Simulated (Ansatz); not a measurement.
Basis sets compared for SiH(NHEt)3 (C6H19N3Si). The state is a singlet with charge 0. Geometry r2SCAN-D4/def2-SVP. Ansatz on 4 threads of Arm Neoverse V2 on a shared host; times are rough, and most runs start from earlier orbitals.

```tsv
atom	x (Å)	y (Å)	z (Å)
Si1	-0.097	0.135	-0.179
H2	0.709	-0.800	0.684
N3	-0.916	-0.806	-1.375
C4	-0.411	-2.007	-2.011
C5	-1.108	-3.282	-1.545
H6	-1.905	-0.627	-1.527
H7	-0.486	-1.932	-3.116
H8	0.671	-2.080	-1.796
H9	-0.981	-3.417	-0.458
H10	-0.708	-4.173	-2.057
H11	-2.191	-3.234	-1.752
N12	0.930	1.296	-0.946
C13	2.043	1.981	-0.316
C14	3.408	1.413	-0.695
H15	0.945	1.310	-1.962
H16	2.020	3.065	-0.550
H17	1.907	1.916	0.779
H18	3.480	0.351	-0.408
H19	4.227	1.964	-0.204
H20	3.568	1.477	-1.785
N21	-1.240	0.987	0.796
C22	-1.992	0.437	1.907
C23	-1.500	0.910	3.272
H24	-1.266	2.000	0.721
H25	-3.072	0.670	1.805
H26	-1.926	-0.665	1.852
H27	-0.446	0.624	3.424
H28	-2.101	0.481	4.090
H29	-1.563	2.008	3.350
```

B3LYP takes the VWN-RPA correlation.

Binding counts from free atoms (Si triplet, H doublet, N quartet, C triplet) in the same basis, without a counterpoise term.

```json
{"level": "HF/STO-3G", "functions": "73", "energy (Eh)": "-682.4038", "HOMO (eV)": "-7.10", "LUMO (eV)": "12.90", "binding per atom (eV)": "3.50", "wall time": "0.45 s"}
{"level": "HF/6-31G", "functions": "132", "energy (Eh)": "-690.3812", "HOMO (eV)": "-9.29", "LUMO (eV)": "5.53", "binding per atom (eV)": "2.69", "wall time": "1.6 s"}
{"level": "PBE-D4/def2-SVP", "functions": "239", "energy (Eh)": "-692.8373", "HOMO (eV)": "-4.64", "LUMO (eV)": "0.95", "binding per atom (eV)": "4.06", "wall time": "4 s"}
{"level": "B3LYP-D4/6-31G", "functions": "132", "energy (Eh)": "-693.7823", "HOMO (eV)": "-5.59", "LUMO (eV)": "1.99", "binding per atom (eV)": "3.84", "wall time": "3.4 s"}
{"level": "PBE0-D4/def2-SVP", "functions": "239", "energy (Eh)": "-692.9335", "HOMO (eV)": "-6.01", "LUMO (eV)": "1.83", "binding per atom (eV)": "4.01", "wall time": "7.5 s"}
```

Task: Estimate the rows for PBE-D4/def2-TZVP (with forces), B3LYP-D4/def2-TZVP, PBE0-D4/def2-TZVP.

Result: 
```json
{"level": "PBE-D4/def2-TZVP (with forces)", "functions": "430", "energy (Eh)": "-693.3964", "HOMO (eV)": "-4.86", "LUMO (eV)": "0.37", "binding per atom (eV)": "4.04", "wall time": "10 s"}
{"level": "B3LYP-D4/def2-TZVP", "functions": "430", "energy (Eh)": "-694.1457", "HOMO (eV)": "-5.97", "LUMO (eV)": "0.85", "binding per atom (eV)": "3.98", "wall time": "17 s"}
{"level": "PBE0-D4/def2-TZVP", "functions": "430", "energy (Eh)": "-693.4810", "HOMO (eV)": "-6.17", "LUMO (eV)": "1.17", "binding per atom (eV)": "3.99", "wall time": "18 s"}
```
